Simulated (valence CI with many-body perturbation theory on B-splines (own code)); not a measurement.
## Sc⁸⁺: electric-dipole lines

Method: valence CI with perturbative core correlation (CI+MBPT): three valence electrons over a frozen Dirac-Fock core [Ne], radial functions for each j: 11 s, 11 p, 9 d, 7 f, 5 g, 2 h, 1 i, with the one-electron correlation potential Σ1 (screened to all orders), the two-electron term Σ2, the three-electron term Σ3, Breit, model QED; selected single and double excitations, second order for the rest, scaled by the run's own slope (own B-spline code, finite nucleus).

No measured levels were compared; by estimate levels of excited configurations hold to 0.05 to 0.15 % of their energy, terms of the ground configuration to about 0.5 %.

Lines 201 to 250 of 257 in falling wavelength, among levels below 91.736 eV, chosen from the strongest by gf and those to the six lowest levels. Wavelengths and rates use the calculated energies, so an error of 200 cm⁻¹ moves a line at 28.56 nm by 0.057 % and its rate by three times that or more. Electric multipoles are in the length gauge, E1 and E2 with the static RPA response of the core. Weak lines are less certain than strong ones. Lines between different terms over intervals too small for the method are left out, as are lines whose strength nearly cancels. The highest levels of a list are the least certain.

Names give the largest LS component (configuration and term), which can be under half, so a name can repeat, a term be missing and a line seem to break the LS rules; names also repeat where a configuration has a term twice. Letters in brackets count levels of one name in rising energy.

| λ vac (nm) | Upper | Lower | A (s⁻¹) | S (a.u.) |
| --- | --- | --- | --- | --- |
| 28.56 | 3s 3p 3d 2F°_5/2 [b] | 3s 3p2 2D_3/2 | 1.95e+10 | 1.35e+00 |
| 28.37 | 3p2 3d 2F_5/2 [b] | 3p3 2D°_5/2 | 1.65e+09 | 1.12e-01 |
| 28.32 | 3p2 3d 2F_5/2 [b] | 3p3 2D°_3/2 | 2.52e+10 | 1.70e+00 |
| 28.27 | 3p2 3d 2F_7/2 [b] | 3p3 2D°_5/2 | 2.66e+10 | 2.38e+00 |
| 27.34 | 3s 3p 3d 2P°_1/2 [b] | 3s 3p2 2D_3/2 | 1.07e+08 | 2.15e-03 |
| 27.31 | 3s 3p 3d 2P°_3/2 [b] | 3s 3p2 2D_3/2 | 2.24e+07 | 9.02e-04 |
| 27.06 | 3s 3p 3d 2D°_3/2 [b] | 3s 3p2 2D_3/2 | 5.88e+07 | 2.30e-03 |
| 27.00 | 3s 3p 3d 2D°_5/2 [b] | 3s 3p2 2D_3/2 | 3.42e+05 | 1.99e-05 |
| 25.83 | 3s 3p 3d 2P°_3/2 [a] | 3s 3p2 4P_5/2 | 1.01e+06 | 3.45e-05 |
| 25.62 | 3s 3p 3d 2P°_3/2 [a] | 3s 3p2 4P_3/2 | 2.09e+06 | 6.94e-05 |
| 25.61 | 3s 3p 3d 2F°_7/2 [b] | 3s 3p2 4P_5/2 | 4.81e+07 | 3.19e-03 |
| 25.54 | 3s 3p 3d 2F°_5/2 [b] | 3s 3p2 4P_5/2 | 2.64e+06 | 1.30e-04 |
| 25.49 | 3s 3p 3d 2P°_1/2 [a] | 3s 3p2 4P_3/2 | 2.39e+06 | 3.90e-05 |
| 25.48 | 3s 3p 3d 2P°_3/2 [a] | 3s 3p2 4P_1/2 | 4.56e+07 | 1.49e-03 |
| 25.36 | 3s 3p 3d 2P°_1/2 [a] | 3s 3p2 4P_1/2 | 2.41e+07 | 3.88e-04 |
| 25.34 | 3s 3p 3d 2F°_5/2 [b] | 3s 3p2 4P_3/2 | 5.45e+06 | 2.62e-04 |
| 24.54 | 3s 3p 3d 2P°_3/2 [b] | 3s 3p2 4P_5/2 | 9.48e+05 | 2.77e-05 |
| 24.35 | 3s 3p 3d 2P°_3/2 [b] | 3s 3p2 4P_3/2 | 7.95e+05 | 2.27e-05 |
| 24.33 | 3s 3p 3d 2D°_3/2 [b] | 3s 3p2 4P_5/2 | 8.95e+05 | 2.55e-05 |
| 24.29 | 3s 3p 3d 2D°_5/2 [b] | 3s 3p2 4P_5/2 | 4.81e+06 | 2.04e-04 |
| 24.23 | 3s 3p 3d 2P°_3/2 [b] | 3s 3p2 4P_1/2 | 3.27e+04 | 9.17e-07 |
| 24.15 | 3s 3p 3d 2D°_3/2 [b] | 3s 3p2 4P_3/2 | 2.74e+06 | 7.60e-05 |
| 24.10 | 3s 3p 3d 2D°_5/2 [b] | 3s 3p2 4P_3/2 | 4.05e+06 | 1.68e-04 |
| 24.02 | 3s 3p 3d 2D°_3/2 [b] | 3s 3p2 4P_1/2 | 6.69e+05 | 1.83e-05 |
| 23.49 | 3s2 4p 2P°_1/2 | 3s2 3d 2D_3/2 | 8.52e+09 | 1.09e-01 |
| 18.25 | 3s2 4p 2P°_1/2 | 3s 3p2 2D_3/2 | 7.60e+09 | 4.56e-02 |
| 16.88 | 3s2 4p 2P°_1/2 | 3s 3p2 4P_3/2 | 5.78e+06 | 2.74e-05 |
| 16.82 | 3s2 4p 2P°_1/2 | 3s 3p2 4P_1/2 | 4.64e+05 | 2.18e-06 |
| 15.81 | 3p2 3d 4F_5/2 | 3s2 3p 2P°_3/2 | 8.39e+04 | 9.81e-07 |
| 15.69 | 3p2 3d 4F_3/2 | 3s2 3p 2P°_1/2 | 1.25e+05 | 9.54e-07 |
| 15.58 | 3p2 3d 2P_3/2 [a] | 3s2 3p 2P°_3/2 | 7.30e+06 | 5.45e-05 |
| 15.52 | 3p2 3d 4D_1/2 | 3s2 3p 2P°_3/2 | 9.18e+05 | 3.39e-06 |
| 15.46 | 3p2 3d 4D_3/2 | 3s2 3p 2P°_3/2 | 8.31e+05 | 6.06e-06 |
| 15.44 | 3p2 3d 2P_3/2 [a] | 3s2 3p 2P°_1/2 | 1.01e+06 | 7.32e-06 |
| 15.43 | 3p2 3d 2P_1/2 [a] | 3s2 3p 2P°_3/2 | 7.50e+05 | 2.72e-06 |
| 15.39 | 3p2 3d 4D_1/2 | 3s2 3p 2P°_1/2 | 4.12e+06 | 1.48e-05 |
| 15.29 | 3p2 3d 2P_1/2 [a] | 3s2 3p 2P°_1/2 | 5.60e+06 | 1.97e-05 |
| 15.14 | 3s2 4s 2S_1/2 | 3s2 3p 2P°_3/2 | 4.67e+10 | 1.60e-01 |
| 15.01 | 3s2 4s 2S_1/2 | 3s2 3p 2P°_1/2 | 2.30e+10 | 7.66e-02 |
| 14.77 | 3p2 3d 2D_5/2 [a] | 3s2 3p 2P°_3/2 | 4.23e+07 | 4.04e-04 |
| 14.75 | 3p2 3d 2D_3/2 [a] | 3s2 3p 2P°_3/2 | 8.53e+06 | 5.40e-05 |
| 14.66 | 3p2 3d 4P_5/2 | 3s2 3p 2P°_3/2 | 7.83e+06 | 7.30e-05 |
| 14.64 | 3p2 3d 4P_3/2 | 3s2 3p 2P°_3/2 | 1.03e+05 | 6.41e-07 |
| 14.63 | 3p2 3d 4P_1/2 | 3s2 3p 2P°_3/2 | 9.46e+05 | 2.93e-06 |
| 14.62 | 3p2 3d 2D_3/2 [a] | 3s2 3p 2P°_1/2 | 4.18e+07 | 2.58e-04 |
| 14.52 | 3p2 3d 4P_3/2 | 3s2 3p 2P°_1/2 | 2.33e+06 | 1.41e-05 |
| 14.51 | 3p2 3d 4P_1/2 | 3s2 3p 2P°_1/2 | 9.54e+05 | 2.88e-06 |
| 14.17 | 3p2 3d 2P_1/2 [b] | 3s2 3p 2P°_3/2 | 2.95e+07 | 8.29e-05 |
| 14.15 | 3p2 3d 2P_3/2 [b] | 3s2 3p 2P°_3/2 | 1.85e+07 | 1.04e-04 |
| 14.07 | 3p2 3d 2D_3/2 [b] | 3s2 3p 2P°_3/2 | 5.41e+07 | 2.98e-04 |
